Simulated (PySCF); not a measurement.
Highest occupied level (eV) of eight silicon and germanium compounds: PBE beside PBE0, computed with PySCF for isolated molecules in the bases named; differences from unrounded values. The eight are the first of their class met in an unordered collection, after screening for sound electronic states; none was chosen by its value. Each molecule has one DFT geometry for both levels.

```csv
molecule,basis,PBE0,PBE,difference
"SiBr2, SMILES Br[Si]Br (connectivity only; charge and spin as stated), neutral, multiplicity 1",def2-TZVPD,-7.57,-6.52,1.04
"CH9GeNSi, SMILES [SiH2]([NH][GeH3])C",def2-TZVP,-7.10,-5.76,1.34
"Si(H)(Cl)(OH)(OEt) (C₂H₇ClO₂Si), SMILES O[SiH](OCC)Cl",def2-TZVP,-8.51,-6.96,1.54
"Ge(OH)3(OMe) (CH₆GeO₄), SMILES C[O][Ge]([OH])([OH])[OH]",def2-TZVP,-8.28,-6.63,1.66
"germylsulfanylgermane (Ge₂H₆S), SMILES [GeH3][S][GeH3]",def2-TZVP,-7.19,-5.99,1.20
"CH₇GeNOSi, SMILES [OH][Ge@@H]1[NH]C[SiH2]1",def2-TZVP,-6.61,-5.27,1.33
"CH5ClF2Si2, SMILES [Si](C)([SiH2]Cl)(F)F",def2-TZVP,-8.29,-7.02,1.27
"C3H7NOSi, SMILES C[C@H]1OC=N[SiH2]1",def2-TZVP,-7.66,-6.24,1.42
```

PBE lies below PBE0 in 0 and above it in 8 of the eight; the mean signed difference is 1.35 and the largest 1.66 eV.
